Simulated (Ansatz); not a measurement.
Reaction: C2H2B (SMILES [C]#CB, doublet) → C2H2B (SMILES [BH]C#C, doublet)
Each species at its own B3LYP-D3(BJ)/def2-TZVP minimum (Ansatz, a first-principles code).

Property: isomerisation energy (electronic), in kcal/mol. Radicals and triplets start from unrestricted determinants; spin-orbit coupling is neglected. CBS(X,Y): correlation extrapolated as X^-3, Hartree-Fock from the larger set. A bracket is a step between two methods taken in the basis named. Functionals run without relativity, which enters their misses. Double hybrids freeze cores in their MP2 part. '+ core + X2C': CCSD(T) terms for core correlation (cc-pwCVTZ) and scalar relativity (cc-pVTZ-DK). The UHF reference of C2H2B (BC#[C], doublet) is spin-contaminated (<S^2> up to 0.03 over the pure value in the sets run). The UHF reference of C2H2B ([BH]C#C, doublet) is spin-contaminated (<S^2> up to 0.18 over the pure value in the sets run).

CCSD(T)/CBS(cc-pVTZ,cc-pVQZ) + [CCSDT(Q) - CCSD(T)]/cc-pVTZ + core + X2C (Ansatz) gives -31.6 kcal/mol.

Problem. What does PBE/def2-TZVPD (Ansatz) give here, and how do the other levels compare?

Solution. PBE gives -31.5 kcal/mol, 0.1 kcal/mol above it. Differences of the others: r2SCAN/def2-TZVPD (Ansatz) -0.2; PBE0/def2-TZVPD (Ansatz) -0.5; B2PLYP/def2-TZVPD (Ansatz) -1.0; CCSD(T)/CBS(cc-pVTZ,cc-pVQZ) + core + X2C (Ansatz) -0.9 kcal/mol.
